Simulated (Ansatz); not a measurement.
Isolated molecules relaxed with PBE0-D4/def2-TZVP in Ansatz; ΔE leaves out vibrations. CCSD(T)/CBS adds triple-zeta CCSD(T) − MP2 to the extrapolated MP2 energy (def2 sets, frozen cores). Functionals use def2-TZVPP. B3LYP here is the variant with VWN-RPA as its local correlation; programs differ in this. One conformer a species, not always the lowest.

Consider the substitution at a C–O bond: `C[O][Al]([NH2])[SH]` + `CB(N)[SiH3]` → `CNB(C)[SiH3]` + `[NH2][Al]([OH])[SH]`.

(1) Is it downhill or uphill in electronic energy at CCSD(T)/CBS, and by how much? (Estimate.)

(2) What do these levels give: LDA (SPW92), BLYP-D4, revPBE, BLYP, PBE0, B3LYP, CCSD(T)/def2-SVP, MP2/def2-TZVPP, SCS-MP2/def2-TZVPP, CCSD(T)/def2-TZVPP, SCS-MP2/def2-QZVPP, HF/CBS(def2)? (An estimate is asked.)

Largest T1 diagnostic among the species: 0.013.

Answers

(1) The calculation gave: Downhill: ΔE = -6.6 kcal/mol.

(2) Ansatz gave: LDA (SPW92) -6.8, BLYP-D4 -4.8, revPBE -5.1, BLYP -4.2, PBE0 -5.6, B3LYP -4.4, CCSD(T)/def2-SVP -4.6, MP2/def2-TZVPP -7.0, SCS-MP2/def2-TZVPP -6.0, CCSD(T)/def2-TZVPP -6.2, SCS-MP2/def2-QZVPP -6.2, HF/CBS(def2) -2.7 kcal/mol.

Leaving LDA and LC-ωPBE aside and taking each functional with its dispersion term where it has one, the values, not all of them listed here, spread over 1.8 kcal/mol, from PBE-QIDH to BHLYP-D4. LDA lies −1.2 kcal/mol from PBE without D4. In def2-TZVPP, CCSD(T) changes the Hartree–Fock value by −3.4 kcal/mol (the triples alone add −0.4 kcal/mol) and MP2 by −4.2 kcal/mol.
